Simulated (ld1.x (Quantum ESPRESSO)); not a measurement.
## Configuration tests for Ti (Z = 22) (PAW)

```
Element                 : titanium (Ti)
Generator               : ld1.x (Quantum ESPRESSO) 7.5
Type                    : PAW
Functional              : PBEsol
Relativity              : fully relativistic
Frozen core             : [Ar]
Valence charge          : 4
Reference configuration : 3d2 4s2 4p0
Partial waves           : 4s (bound): rcut 2.45, rcutus 2.90 bohr; 4s channel at 0.2 Ry: rcut 2.45, rcutus 2.90 bohr; 4p (bound, empty): rcut 3.40, rcutus 3.95 bohr; 4p channel at 0.4 Ry: rcut 3.40, rcutus 3.95 bohr; 3d (bound): rcut 2.15, rcutus 2.95 bohr; 3d channel at 1.25 Ry: rcut 2.15, rcutus 2.95 bohr
Local potential         : all-electron potential smoothed inside 3.30 bohr (lloc = -1)
Core correction         : Bessel-smoothed model core, default radius (core density twice the valence density)
Augmentation charge     : BG, radius 2.10 bohr
```

Open shells are filled in proportion to 2j + 1 (rel_dist='average').

Energies are relative to the spin-unpolarised reference configuration 3d2 4s2 4p0; without spin polarisation the order of configurations can differ from experiment.

```json
{"valence configuration": "3d2 4s1 4p0", "charge": "+1", "ΔE all-electron (eV)": "7.359", "error AE − PS (meV)": "-2.8"}
{"valence configuration": "3d3 4s0 4p0", "charge": "+1", "ΔE all-electron (eV)": "7.362", "error AE − PS (meV)": "-161"}
{"valence configuration": "3d1 4s2 4p1", "charge": "0", "ΔE all-electron (eV)": "4.696", "error AE − PS (meV)": "-129"}
{"valence configuration": "3d2.5 4s1.5 4p0", "charge": "0", "ΔE all-electron (eV)": "0.350", "error AE − PS (meV)": "-27"}
{"valence configuration": "3d2 4s0 4p1", "charge": "+1", "ΔE all-electron (eV)": "11.137", "error AE − PS (meV)": "-9.0"}
```

What are ΔE and the potential's error for 3d1 4s0 4p0?

ΔE = 47.725 eV all-electron; the error (AE − PS) is -731 meV.

What are ΔE and the potential's error for 3d2 4s0 4p0?

ΔE = 20.830 eV all-electron; the error (AE − PS) is -24 meV.

Levels in the configuration 3d2 4s1 4p0:

```csv
level,all-electron (eV),pseudo (eV)
3d j=3/2,-11.415,-11.418
3d j=5/2,-11.367,-11.369
4s j=1/2,-10.349,-10.357
```

The ghost test of this file was not conclusive.
